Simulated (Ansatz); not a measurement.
Species: CH4BrGe, charge 0, doublet. CH4BrGe (SMILES [CH3][GeH][Br], doublet).
B3LYP-D3(BJ)/def2-TZVP minimum from Ansatz (a program for electronic structure):
```
C
H 1 1.0877
H 1 1.0898 2 109.81
H 1 1.0907 2 109.57 3 -120.58
Ge 1 1.9768 2 109.96 4 -118.92
H 5 1.5584 1 111.50 2 175.67
Br 5 2.3500 6 105.40 1 115.90
```
Charge 0, spin multiplicity 2.

Total energies in hartree (Ansatz). UHF or UKS for unpaired electrons; spin-orbit terms are left out. Cores are frozen in correlated methods (noble-gas shells, and filled d and f shells in the p block). No relativity. For partners of very few electrons the exact lower level stands in for a higher one. Spin-orbit terms, left out, reach several kcal/mol for Br and I, and more for heavier atoms.

```tsv
species	HF/cc-pVTZ	CCSD(T)/cc-pVTZ	HF/cc-pVQZ	CCSD(T)/cc-pVQZ	CCSD(T)/cc-pVDZ	CCSDT(Q)/cc-pVDZ
1: CH4BrGe (SMILES [CH3][GeH][Br], doublet)	-4688.10560	-4688.60109	-4688.11461	-4688.64537	-4688.32875	-4688.33050
2: Ge (triplet)	-2075.36107	-2075.42794	-2075.36359	-2075.43284	-2075.34866	-2075.34895
3: C (triplet)	-37.69157	-37.78076	-37.69331	-37.78654	-37.76038	-37.76071
4: Br (doublet)	-2572.44509	-2572.60263	-2572.44802	-2572.62195	-2572.47590	-2572.47619
5: H (doublet)	-0.49981	-0.49981	-0.49995	-0.49995	-0.49928	-0.49928
```

Work out the atomisation energy (electronic, to ground-state atoms) in kcal/mol: take Hartree-Fock from cc-pVQZ, extrapolate the CCSD(T) correlation energy as X^-3 (X = 3, 4), and add CCSDT(Q) - CCSD(T) in cc-pVDZ. 1 hartree = 627.51 kcal/mol.


Species 1: correlation (64·(-0.53076) - 27·(-0.49549))/37 = -0.55650; step -0.00175; E1 = -4688.11461 + (-0.55650) + (-0.00175) = -4688.67286
Species 2: correlation (64·(-0.06925) - 27·(-0.06687))/37 = -0.07099; step -0.00029; E2 = -2075.36359 + (-0.07099) + (-0.00029) = -2075.43487
Species 3: correlation (64·(-0.09323) - 27·(-0.08919))/37 = -0.09618; step -0.00033; E3 = -37.69331 + (-0.09618) + (-0.00033) = -37.78982
Species 4: correlation (64·(-0.17393) - 27·(-0.15754))/37 = -0.18589; step -0.00029; E4 = -2572.44802 + (-0.18589) + (-0.00029) = -2572.63420
Species 5: correlation (64·(0.00000) - 27·(0.00000))/37 = 0.00000; step +0.00000; E5 = -0.49995 + (0.00000) + (+0.00000) = -0.49995
-1·E1 +1·E2 +1·E3 +1·E4 +4·E5 = 0.81417 hartree = 510.9 kcal/mol.
